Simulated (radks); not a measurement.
The germanium anion Ge4-, [Kr], held by a Watson sphere: a shell of charge +3.41 at radius R that stands for the Madelung well of a crystal (potential energy -3.41/R inside, -3.41/r outside, in hartree with lengths in bohr). All-electron calculation, scalar-relativistic Kohn-Sham, r2SCAN, spin-polarised, spherical densities, finite nucleus; meta-GGA in the generalised Kohn-Sham scheme; Fermi nuclear charge, rms radius of each element as measured or else 0.836 A^(1/3) + 0.57 fm. Program: a radial shooting solver on a logarithmic mesh with Libxc functionals.

R (bohr)  e(3d) (eV)  e(4s) (eV)  e(4p) (eV)  <r> 4p (bohr)  sum of <r^2> (bohr^2)  X-ray form factor at sin(theta)/lambda = 0.1 1/angstrom
2.2          -25.674     -11.442      -3.160          2.651                  71.03                                                   31.837
3.15         -24.168      -9.042      -2.284          3.171                  94.85                                                   30.984
3.24         -24.157      -8.883      -2.207          3.223                  97.40                                                   30.909
3.8          -24.238      -8.116      -1.781          3.548                  114.3                                                   30.481
4.45         -24.464      -7.613      -1.408          3.938                  136.6                                                   30.074
5.22         -24.763      -7.387      -1.112          4.410                  166.8                                                   29.725
